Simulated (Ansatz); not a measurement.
Task: Name a neutral molecule of B, C, N, Si and H with HOMO energy (PBE/def2-TZVPP) between -6.65 and -6.35 eV and LUMO energy (B3LYP/def2-TZVPP) between -0.90 and -0.60 eV (Ansatz, PBE0-D4/def2-TZVP geometry).

Result: `CN(C)B[SiH3]` (-6.45 eV, -0.72 eV); `[SiH3]B1CN1` (-6.52 eV, -0.79 eV); `CNB[SiH3]` (-6.59 eV, -0.67 eV). Other molecules can fit too; these were computed, each in one conformer that needn't be the lowest.

B3LYP here is the variant with VWN-RPA as its local correlation; programs differ in this.
